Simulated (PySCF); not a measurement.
Isomers of C6H14Si, one GFN2-xTB conformer each. Single-point energies are computed at PBE0/pcSseg-1 (PySCF, gas phase, no added dispersion term), electronic only.

```json
{"SMILES": "CC[SiH2]CC1CC1", "GFN2-xTB relative energy (kcal/mol)": "23.1"}
{"SMILES": "CC[C@H]1CCC[SiH2]1", "GFN2-xTB relative energy (kcal/mol)": "0.0"}
```

Conformers: `[CH3:1][CH2:2][SiH2:3][CH2:4][CH:5]1[CH2:6][CH2:7]1` with C1–C2–Si3–C4 173°, C2–Si3–C4–C5 70°, Si3–C4–C5–C6 83°; `[CH3:1][CH2:2][C@H:3]1[CH2:4][CH2:5][CH2:6][SiH2:7]1` with C1–C2–C3–C4 175°, C2–C3–C4–C5 165°, C3–C4–C5–C6 -52°, C4–C5–C6–Si7 37°, C5–C6–Si7–C3 -12°.

**Question.** What does PBE0/pcSseg-1 give for the same structures?

**Answer.** 
```csv
SMILES,PBE0/pcSseg-1 E (Eh),PBE0/pcSseg-1 (kcal/mol),GFN2-xTB (kcal/mol),point group
CC[C@H]1CCC[SiH2]1,-526.10853,0.0,0.0,C1
CC[SiH2]CC1CC1,-526.07666,20.0,23.1,C1
```

Both levels put the same isomer lowest. As drawn, the higher has a three-membered ring, which the lower lacks.

**Question.** Which frontier levels, dipoles and rotational constants go with these structures?

**Answer.** 
```tsv
SMILES	HOMO (eV, PBE0/pcSseg-1)	LUMO (eV)	dipole (D)	A, B, C (MHz)
CC[C@H]1CCC[SiH2]1	-7.76	0.96	0.49	3694, 1515, 1168
CC[SiH2]CC1CC1	-7.48	1.15	0.62	5239, 879.5, 852.4
```
